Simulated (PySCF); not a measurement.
H₄O₄Si, SMILES O[Si](O)(O)O. Heavy atoms are numbered as in [OH:1][Si:2]([OH:3])([OH:4])[OH:5]. Hydrogens are named by the atom that carries them.

Coordinates come from a B3LYP-D3(BJ)/def2-SVP optimisation. The isomer is the one that the SMILES or the coordinates give; other isomers of the formula were not compared. Other conformers were not sampled.

The numbers are results of PySCF with PBE0/pcSseg-1, not measurements.

GIAO shieldings, no solvent; atoms alike by connectivity are averaged. δ = σ(ref) − σ: ¹⁷O against H2O (σ = 334.2 ppm); ²⁹Si against TMS (σ = 352.7 ppm); ¹H against TMS (σ = 31.56 ppm), references at their B3LYP-D3(BJ)/def2-TZVP geometries, non-relativistic.

Computed chemical shifts:
```csv
nucleus,atoms,count,δ (ppm)
¹⁷O,O1 (OH),4,47.4
²⁹Si,Si2,1,-62.4
¹H,H on O1,4,2.16
```
